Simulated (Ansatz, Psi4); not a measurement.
**Isomers of Si2NH6F**

2 of its isomers, all singlets with charge 0: A = `F[SiH2]N[SiH3]`; B = `N[SiH2][SiH2]F`.

Shapes, held fixed at every level: PBE0-D4/def2-TZVP. Flexible molecules stand in one conformer, not always the lowest. Programs: Ansatz 0.2.0.

A:

```xyz
10

F    -1.5615    0.9943   -1.7767
Si   -0.3750    1.3018   -0.7459
N     0.5148   -0.0948   -0.3359
Si    0.1948   -1.2361    0.9287
H     0.5172    2.2672   -1.4267
H    -1.0101    1.8394    0.4759
H     1.2643   -0.3362   -0.9700
H     1.3915   -1.4221    1.7916
H    -0.1863   -2.5698    0.3920
H    -0.9244   -0.6833    1.7303
```

B:

```xyz
10

N    -1.1888    0.1282   -1.3099
Si   -0.5748   -0.6981    0.0709
Si    1.3832    0.4018    0.7477
F     1.0569    1.9706    0.9281
H    -1.2739    1.1319   -1.2846
H    -1.9350   -0.2794   -1.8508
H    -1.5035   -0.7999    1.2398
H    -0.2399   -2.0936   -0.3270
H     1.8900   -0.1065    2.0509
H     2.4690    0.2938   -0.2623
```

Electronic energies in kJ/mol, without zero-point or thermal terms.

Problem. Which isomer should be the most stable, and roughly by how much?

Solution. A < B in rising energy, over a span of 96 kJ/mol, by CCSD(T)/CBS estimate. All levels agree on that. The B − A difference spans +74.3 to +107.3 kJ/mol over the levels. The CBS estimate extrapolates MP2 from def2-TZVPP and def2-QZVPP and adds CCSD(T) − MP2 in the triple-zeta set, cores frozen.

```csv
level,kind,B − A
HF/def2-TZVPP,Hartree–Fock,+107.3
PBE-D4/def2-TZVPP,GGA,+74.3
B3LYP-D4/def2-TZVPP,global hybrid,+91.1
wB97X-V/def2-TZVPP,range-separated hybrid,+91.1
MP2/def2-TZVPP,perturbation theory,+105.2
CCSD(T)/def2-TZVPP,coupled cluster or CI,+97.8
CCSD/def2-TZVPP,coupled cluster or CI,+98.7
CCSD(T)/CBS estimate,coupled cluster or CI,+96.3
```
